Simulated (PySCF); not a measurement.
Compound: C6H8O2S.
Structure used (GFN2-xTB), in Å, numbered top down from 1:
```xyz
17
C6H8O2S angstrom
O      2.9130   -0.8087   -0.8285
C      2.5339   -0.6033    0.2858
O      1.4023   -0.0252    0.6419
C      0.5281    0.4056   -0.4148
C     -0.4891    1.3724    0.1918
C     -1.5341    0.4509    0.8230
C     -1.5162   -0.7890   -0.0131
S     -2.6080   -1.9790    0.0525
C     -0.3232   -0.7647   -0.9171
H      3.0955   -0.8686    1.1978
H      1.1427    0.8457   -1.2065
H     -0.0204    2.0351    0.9160
H     -0.9336    1.9706   -0.6037
H     -1.2384    0.1796    1.8404
H     -2.5302    0.8886    0.8796
H      0.2170   -1.7121   -0.9093
H     -0.6462   -0.5860   -1.9458
```

Level of theory: TDDFT PBE0/def2-SVPD, vertical, gas phase, core orbitals frozen in the response in PySCF 2.14.0, density-fitted response routines.

Transition dipole moments from the ground state, in atomic units and in the frame of the coordinates above (overall signs are arbitrary), for the states with f of 0.002 or more among the lowest 5:

| state | E (eV) | μx | μy | μz |
| --- | --- | --- | --- | --- |
| S2 | 5.479 | 0.288 | 0.448 | 0.015 |
| S3 | 5.542 | 0.871 | 0.785 | -0.071 |
| S4 | 5.575 | -0.183 | -0.213 | -0.033 |
| S5 | 5.797 | 0.172 | -0.266 | -0.315 |

Task: What oscillator strength does each state have?

Result: f = (2/3) ΔE |μ|² with ΔE in hartree (27.2114 eV).

| state | \|μ\|² (au) | \|μ\| (D) | f |
| --- | --- | --- | --- |
| S2 | 0.284 | 1.35 | 0.038 |
| S3 | 1.379 | 2.98 | 0.187 |
| S4 | 0.080 | 0.72 | 0.011 |
| S5 | 0.200 | 1.14 | 0.028 |

Task: Which bond between heavy atoms lies closest to the direction of the S3 transition dipole?

Result: C7–S8, at 6° from it; next C5–C6 at 21°.

Task: What angle do the transition dipoles of S2 and S4 make?

Result: |cos θ| = |μa·μb| / (|μa| |μb|) = 0.99, so θ ≈ 9° (taken between 0 and 90°, since the signs are arbitrary).

Task: What peak molar absorption coefficient would the strongest computed level give as a lone Gaussian band 0.4 eV wide at half height?

Result: ε(max) = 2.175×10⁸ f / FWHM, with the width in cm⁻¹. S3: 2.175×10⁸ × 0.1872 / 3226 ≈ 13000 L mol⁻¹ cm⁻¹.

Time: 40 s; peak memory 1.0 GiB. Hardware: an Intel Xeon 6975P-C with one thread, shared host with 192 logical CPUs at a one-minute load of 67.

One conformer stands for the species.
